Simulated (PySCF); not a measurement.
# Working out the ionisation energy of Br

Br [Ar] 3d10 4s2 4p5 (2P) → Br⁺ [Ar] 3d10 4s2 4p4 (3P). Calculation: PySCF 2.14, in def2-SVP (5s4p3d, 32 functions); the non-relativistic Hamiltonian (point nucleus). Frozen: [Ar] 3d10. Energies in hartree (1 hartree = 27.21139 eV):

```
            part    Br (lower)   Br⁺ (upper)
             UHF  -2572.082202  -2571.685173
CCSD correlation     -0.112285     -0.093729
             (T)     -0.001329     -0.001151
```

Q: What does Hartree-Fock give?

A: (-2571.685173) − (-2572.082202) = 0.397029 hartree = 10.804 eV.

Q: What do CCSD and CCSD(T) give?

A: The CCSD correlation energies differ by 0.018556 hartree = 0.505 eV and the triples by 0.000178 hartree = 0.005 eV, so CCSD gives 11.309 eV and CCSD(T) 11.314 eV.

Measured between the centres of the two terms (NIST): 11.844 eV, so CCSD(T) (valence) is off by -0.530 eV.

The calculation is non-relativistic.

A double-zeta basis recovers only part of the correlation energy.

What remains against the reference includes basis incompleteness, the frozen core and higher excitations.
